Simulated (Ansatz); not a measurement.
Input file for Ansatz (a program for electronic structure): R-CCSD(T)/def2-TZVPP on FHPb (SMILES [F][PbH]). Elements past Kr take the def2 small-core potentials; no spin–orbit coupling. The run froze 10 orbitals, filled d shells among them.

Ansatz 0.2 input:
```yaml
crystal:
  periodic: [false, false, false]
  atoms:
    - {symbol: Pb, position_ang: [-0.06126830, -0.11700793, 0.14909815]}
    - {symbol: H, position_ang: [-1.03840846, -1.06913161, -1.13076809]}
    - {symbol: F, position_ang: [0.69117803, 1.20842635, -1.23553800]}
basis:
  gaussian:
    orbitals: def2-TZVPP
magnetization: {spin_polarized: false}
correlation: {method: ccsd_t, electrons: outside_noble_gas}
accuracy: high
phonons: {}
scf: {lower_state_search: off}
```

### Question
What total energy does the run end on?

### Answer
-292.2651 hartree (reference determinant -291.9052, T1 diagnostic 0.018).

### Question
How many basis functions does it have, and what does it roughly cost on one machine?

### Answer
95 functions; around 7 core-minutes (rough).
